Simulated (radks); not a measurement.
The mean radii <r> (bohr) of the occupied orbitals of an atom or ion are listed with their occupations. Calculated with a radial shooting solver on a logarithmic mesh with Libxc functionals: scalar-relativistic Kohn-Sham, exchange-only r2SCAN, spin-unpolarised, spherical densities, finite nucleus; meta-GGA in the generalised Kohn-Sham scheme; Fermi nuclear charge, rms radius of each element as measured or else 0.836 A^(1/3) + 0.57 fm.

orbital  occ.     <r>
1s          1  0.1273
2s          2  0.6040
2p          4  0.5462
3p          1   1.874

Name the element and its charge.

Answer. Z = 12, magnesium, charge +4: Mg4+ in 1s1 2s2 2p4 3p1. The 1s radius gives Z: for a bare nucleus <r> = (2 gamma + 1)/(2Z) with gamma = sqrt(1 - (Z/c)^2), 0.1247 bohr for Z = 12, and screening makes it slightly larger (0.1273 here). The occupations add up to 8, and the charge is Z minus that.
